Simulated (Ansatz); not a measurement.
One change: `[Cl][Ga]([Cl])[Br]` becomes `[Cl][Al]([Cl])[Br]`.

Ansatz, PBE0-D4/def2-TZVP geometries, multiplicity 1. 

Scalar relativity is left out up to krypton.

```csv
property,`[Cl][Ga]([Cl])[Br]`
size of the dipole moment (ωB97M-V/def2-TZVPP) / D,0.28
LUMO energy (B3LYP/def2-TZVPP) / eV,-2.36
HOMO energy (PBE/def2-TZVPP) / eV,-7.68
HOMO–LUMO gap (PBE/def2-TZVPP) / eV,4.72
HOMO energy (PBE0/def2-TZVPP) / eV,-9.01
LUMO energy (PBE/def2-TZVPP) / eV,-2.96
```

(1) What does the change do to each property? (Estimate.)

Answers

(1) Computed: 
| property | `[Cl][Al]([Cl])[Br]` | shift |
| --- | --- | --- |
| size of the dipole moment (ωB97M-V/def2-TZVPP) / D | 0.12 | -0.16 |
| LUMO energy (B3LYP/def2-TZVPP) / eV | -1.62 | 0.74 |
| HOMO energy (PBE/def2-TZVPP) / eV | -7.64 | 0.04 |
| HOMO–LUMO gap (PBE/def2-TZVPP) / eV | 5.44 | 0.72 |
| HOMO energy (PBE0/def2-TZVPP) / eV | -8.96 | 0.05 |
| LUMO energy (PBE/def2-TZVPP) / eV | -2.20 | 0.76 |

With PBE0 the HOMO rises by 0.05 eV and the LUMO rises by 0.68 eV, so the gap widens by about 0.63 eV. PBE moves the HOMO by 0.04 eV and ωB97M-V by 0.06 eV. Dipoles are sizes alone; their direction can turn.

B3LYP here is the variant with VWN-RPA as its local correlation; programs differ in this.

Spin–orbit coupling is left out; it splits and shifts lone-pair levels of the heavy atoms by tenths of an eV.
